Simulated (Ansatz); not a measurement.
Isolated molecules relaxed with PBE0-D4/def2-TZVP in Ansatz; ΔE leaves out vibrations. CCSD(T)/CBS is the MP2 limit (def2-TZVPP, def2-QZVPP) plus CCSD(T) − MP2 in def2-TZVPP, frozen cores. This one scheme is used for every species. DFT in def2-TZVPP. For Ge outer-core shells are correlated without core-valence functions, which leaves a few kJ/mol of doubt a bond. Scalar relativity is left out up to krypton. Each species was taken in one conformer, which may not be the lowest.

Reaction (cleavage of the B–Ge bond): `N[BH][GeH3]` + `N=CO` → `N=COBN` + GeH₄

```json
{"level": "CAM-B3LYP-D4", "ΔE (kcal/mol)": "-27.9"}
{"level": "revPBE", "ΔE (kcal/mol)": "-21.3"}
{"level": "r2SCANh", "ΔE (kcal/mol)": "-25.6"}
{"level": "HF/def2-QZVPP", "ΔE (kcal/mol)": "-30.0"}
```

(1) What does CCSD(T)/CBS give? (Estimate.)

Largest T1 diagnostic among the species: 0.014.

## Answers

(1) Computed: -25.2 kcal/mol. The listed levels differ from it by -2.7, 3.9, -0.4, -4.8 kcal/mol.

In def2-TZVPP, CCSD(T) changes the Hartree–Fock value by +3.9 kcal/mol (the triples alone add +0.2 kcal/mol) and MP2 by +3.6 kcal/mol. At CCSD(T), def2-SVP lies −4.4 kcal/mol from the extrapolated value and def2-TZVPP −0.5 kcal/mol. Leaving LDA and LC-ωPBE aside and taking each functional with its dispersion term where it has one, the values, not all of them listed here, spread over 5.1 kcal/mol, from BHLYP-D4 to PBE-D4. LDA lies −3.4 kcal/mol from PBE without D4.
